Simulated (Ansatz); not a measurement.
Input and output for `Sc1ccc(Sc2ccccc2)cc1`.

```yaml
crystal:
  periodic: [false, false, false]
  atoms:
    - {symbol: S, position_ang: [5.054235, 1.246010, 0.576013]}
    - {symbol: C, position_ang: [3.524394, 0.449532, 0.159577]}
    - {symbol: C, position_ang: [2.450374, 1.117563, -0.469325]}
    - {symbol: C, position_ang: [1.271445, 0.433069, -0.779060]}
    - {symbol: C, position_ang: [1.123664, -0.927224, -0.438311]}
    - {symbol: S, position_ang: [-0.327254, -1.863220, -0.878907]}
    - {symbol: C, position_ang: [-1.670106, -0.823022, -0.332260]}
    - {symbol: C, position_ang: [-2.881281, -0.900863, -1.051104]}
    - {symbol: C, position_ang: [-3.995566, -0.160238, -0.630976]}
    - {symbol: C, position_ang: [-3.908762, 0.678393, 0.491580]}
    - {symbol: C, position_ang: [-2.698982, 0.759747, 1.201743]}
    - {symbol: C, position_ang: [-1.585557, 0.006634, 0.804972]}
    - {symbol: C, position_ang: [2.189957, -1.591917, 0.198839]}
    - {symbol: C, position_ang: [3.382269, -0.916010, 0.484619]}
    - {symbol: H, position_ang: [4.718617, 2.476868, 0.100557]}
    - {symbol: H, position_ang: [2.541886, 2.181899, -0.736036]}
    - {symbol: H, position_ang: [0.450870, 0.962414, -1.285948]}
    - {symbol: H, position_ang: [-2.941485, -1.538815, -1.946506]}
    - {symbol: H, position_ang: [-4.936615, -0.229567, -1.198715]}
    - {symbol: H, position_ang: [-4.780339, 1.268922, 0.811748]}
    - {symbol: H, position_ang: [-2.621827, 1.409616, 2.087472]}
    - {symbol: H, position_ang: [-0.646143, 0.063552, 1.374720]}
    - {symbol: H, position_ang: [2.079250, -2.650974, 0.476461]}
    - {symbol: H, position_ang: [4.206926, -1.452396, 0.978828]}
basis:
  gaussian: {orbitals: def2-mTZVPP}
hamiltonian: {xc: {name: CAM-B3LYP}, dispersion: d3bj}
scf: {lower_state_search: off}
```

```sh
$ ansatz run in.yaml --threads 4 --pin off --events-out ev --progress --plain --max-ram 9574MiB
```

It prints (some lines left out):

```
Functional definition: CAM-B3LYP
3290 factors; their error is unknown
808 factors; integrals over basis functions are off by at most 8.6e-6 eV
mean field evaluation 1: about -34260.6173 eV, gradient 7.6e1 eV
mean field evaluation 2: about -34260.7427 eV, gradient 7.6e1 eV
mean field evaluation 4: about -34274.5933 eV, gradient 3.9e0 eV
mean field evaluation 8: about -34274.6258 eV, gradient 1.1e-1 eV
mean field evaluation 16: about -34274.6963 eV, gradient 9.6e-4 eV
mean field -34274.69630926 eV, -1259.5718571417 hartree, gradient 6.6e-6 eV, S^2 0.000000; 0 other end points of the search recorded, 0 dependent functions left out
reference -34274.69650521 eV, -1259.5718643429 hartree; 57, 57 occupied and 275, 275 virtual orbitals, 3290 factors
Total energy: -34275.45195996 eV, -1259.5996267927 hartree
Checks for a lower state left out: stability, starts, cluster_reference, orbital_swaps, neighbouring_geometries, increment
```

Run time 11 s (4 threads of Arm Neoverse V1 on a shared host), peak host memory 1.9 GiB.
